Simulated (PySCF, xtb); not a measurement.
(E)-1-chloro-3,3-difluoroprop-1-ene (C₃H₃ClF₂), SMILES C(/Cl)=C\C(F)F. One conformer was computed; it need not be the lowest.

Harmonic wavenumbers (cm⁻¹) from GFN2-xTB run with xtb at its own minimum, in rising order: 59, 146, 171, 295, 410, 483, 618, 745, 831, 938, 977, 1016, 1115, 1185, 1244, 1257, 1271, 1669, 2857, 3073, 3107.

Q: What does B3LYP-D3(BJ)/def2-SVP (PySCF) give at its own minimum? (Estimate from the structure and the level; the computed values follow.)

A: 98, 166, 182, 318, 438, 534, 672, 836, 867, 962, 986, 1112, 1175, 1234, 1292, 1384, 1401, 1715, 3043, 3197, 3222. Paired by order, the mean absolute difference is 65 cm⁻¹ and the zero-point energies are 33.5 and 35.5 kcal/mol.
